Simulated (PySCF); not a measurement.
CLiN, SMILES [Li][C][N] (connectivity only; charge and spin as stated), neutral, multiplicity 1. The structure is a stationary point at B3LYP-D3(BJ)/def2-TZVPD.

All values below come from B3LYP-D3(BJ)/def2-TZVPD (PySCF).

Harmonic wavenumbers (cm⁻¹): 172, 172, 638, 2237. Rotational constants (GHz): 11.53 (linear); symmetry number 1.

**Question.** Work out the zero-point energy and the ideal-gas rigid-rotor harmonic-oscillator thermochemistry at 298.15 K and 1 atm.

**Answer.** ZPE = ½ Σ hcν = ½ × 3218 cm⁻¹ = 19.25 kJ/mol. H − E(el) = 31.48 kJ/mol. Entropy in J/(mol K): translation 152.34, rotation 60.60, vibration 21.86, total 234.80. G − E(el) = -38.53 kJ/mol. Cp = 48.81 J/(mol K).
